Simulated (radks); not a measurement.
Task: The technetium ion Tc4+, 39 electrons, occupied as [Kr] 4d2 5d1 (not the ground configuration). Calculated with a radial shooting solver on a logarithmic mesh with Libxc functionals: non-relativistic Kohn-Sham, PBE, spin-polarised, spherical densities, point nucleus; open shells are filled with parallel spins first (spin-orbit coupling, left out, can overturn this in heavy ions); relativity is left out, which matters for an element this heavy. Some entries of the table are withheld. Estimate them.

orbital  occ.  eigenvalue (eV)  r(max) (bohr)  <r> (bohr)
1s down     1        -20376.05        0.02345     0.03545
1s up       1        -20376.04        0.02345     0.03545
2s up       1        -2905.685         0.1309      0.1547
2s down     1        -2905.271         0.1309      0.1547
2p up       3        -2687.076         0.1029      0.1325
2p down     3        -2686.775         0.1029      0.1325
3s up       1        -550.9763         0.3833      0.4272
3s down     1        -550.7781         0.3834      0.4272
3p up       3        -466.1293         0.3705      0.4213
3p down     3        -465.8959         0.3705      0.4212
3d up       5              (1)         0.3113      0.3979
3d down     5              (2)         0.3114      0.3978
4s up       1              (3)         0.9670       1.062
4s down     1              (4)         0.9643       1.059
4p up       3         -98.1382          1.019       1.137
4p down     3         -96.0411          1.016       1.135
4d up       2              (5)          1.175       1.376
4d down     0              (6)          1.172       1.379
5d up       1         -23.8377          3.239       3.402

Result: 
(1) 3d up eigenvalue (eV): -310.5003
(2) 3d down eigenvalue (eV): -310.1302
(3) 4s up eigenvalue (eV): -123.7030
(4) 4s down eigenvalue (eV): -121.6863
(5) 4d up eigenvalue (eV): -57.1686
(6) 4d down eigenvalue (eV): -55.0174
